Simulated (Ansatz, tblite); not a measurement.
Spin states of the cluster Cu2F, each relaxed with r2SCAN-D4/def2-TZVP in Ansatz. Electronic energies in the gas phase.

The 6-31G sets use Cartesian d functions. The xTB rows come from tblite. B3LYP takes the VWN-RPA correlation. Correlated methods freeze 19 core orbitals. In CCSD on the charge 0 quartet the largest single amplitude is 0.47, so its Hartree–Fock determinant may place the open shell otherwise than the density functionals do. The structure comes from a short search, and lower isomers may exist.

Doublet geometry (C2v within 0.1 Å):

```xyz
3

Cu   -0.8730    0.9274   -0.0370
Cu   -0.0765   -1.2600   -0.1734
F     0.9495    0.3326    0.2104
```

Quartet geometry (C2v within 0.1 Å):

```xyz
3

Cu    1.325    0.404   -0.220
Cu   -0.804   -0.745    0.875
F    -0.521    0.341   -0.656
```

⟨S²⟩: doublet 0.77 at PBE0-D4/def2-TZVP (pure 0.75), quartet 3.76 at PBE0-D4/def2-TZVP (pure 3.75).

Run but left out: HF/6-31G (doublet: ⟨S²⟩ 1.09, where a pure state has 0.75); HF/def2-TZVP, HF/def2-TZVPP (quartet: a determinant that CCSD turns far, T1 0.106); MP2/def2-TZVP, MP2/def2-TZVPP (quartet: ⟨S²⟩ 4.01 to 4.04, where a pure state has 3.75).

Only these spin states were relaxed. Higher spins weren't run and may lie lower.

```tsv
level	quartet − doublet (kcal/mol)	lowest of these	remarks
GFN1-xTB	84.3	doublet	–
GFN2-xTB	130.0	doublet	–
B3LYP-D4/6-31G	21.8	doublet	spin-contaminated (⟨S²⟩ 0.94) (doublet)
B3LYP-D4/def2-TZVP	53.2	doublet	–
r2SCAN0-D4/def2-TZVP	47.5	doublet	–
RPA@PBE/def2-TZVP	34.8	doublet	–
CCSD/def2-TZVPP	59.6	doublet	large T1 (0.106) (quartet), spin-contaminated (⟨S²⟩ 4.04) (quartet)
CCSD(T)/def2-TZVPP	68.0	doublet	large T1 (0.106) (quartet), spin-contaminated (⟨S²⟩ 4.04) (quartet)
```

The xTB methods have no term that favours high spin, so they put low spin too low.
